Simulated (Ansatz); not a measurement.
Three-fold rotor about C1–Te2 in CH3ClTe (SMILES C[Te]Cl); single points on GFN2-xTB geometries with the dihedral held.
Staggered geometry (60°) (charge 0, multiplicity 1):
```xyz
6

C     -0.6817    -0.0395     0.0118
Te     1.0340     1.2636    -0.0547
Cl     2.5182    -0.4189     0.5978
H     -0.8074    -0.4357     1.0106
H     -1.5443     0.5543    -0.2574
H     -0.5603    -0.8497    -0.6949
```

Correlated levels freeze the cores. Filled d and f shells under p-block atoms count as core. CBS: X⁻³ extrapolation of the correlation energy, Hartree–Fock from the larger set. MP2 and its Hartree–Fock in def2-QZVPP are density fitted.

Codes used: Ansatz (a program for electronic structure). Each number belongs to the level named beside it. In def2 rows elements past Kr take small-core potentials, without spin–orbit coupling.

Energies above the staggered point (kcal/mol):

```
dihedral (°)  PBE/def2-TZVPP  MP2/CBS(def2-TZVPP, def2-QZVPP) + ΔCCSD(T)/def2-TZVPP
------------  --------------  -----------------------------------------------------
0                      0.925                                                  0.992
20                     0.705                                                  0.732
40                     0.251                                                  0.238
60                     0.000                                                  0.000
80                     0.213                                                  0.208
100                    0.698                                                  0.727
120                    0.924                                                  0.991
```

Moments of inertia of the two ends about the bond: 3.158 and 192.801 u Å².

**Question.** Fit V = V₃/2 (1 − cos 3φ) + V₆/2 (1 − cos 6φ), φ counted from the staggered point, and estimate the harmonic torsional frequency.

**Answer.** 
V₃ is the energy at φ = 60°; at φ = 20° (mean of both sides) V = 0.25 V₃ + 0.75 V₆. The reduced moment I₁I₂/(I₁ + I₂) = 3.107 u Å² gives F = 16.8576/I = 5.425 cm⁻¹ (a rough rule where the frame isn't a symmetric top). Near the minimum V = kφ²/2 with k = (9V₃ + 36V₆)/2, and ω = √(2Fk), with 1 kcal/mol = 349.755 cm⁻¹.
- PBE/def2-TZVPP: V₃ = 0.92, V₆ = 0.001 kcal/mol, k = 1465 cm⁻¹/rad², ω = 126 cm⁻¹
- MP2/CBS(def2-TZVPP, def2-QZVPP) + ΔCCSD(T)/def2-TZVPP: V₃ = 0.99, V₆ = -0.033 kcal/mol, k = 1351 cm⁻¹/rad², ω = 121 cm⁻¹
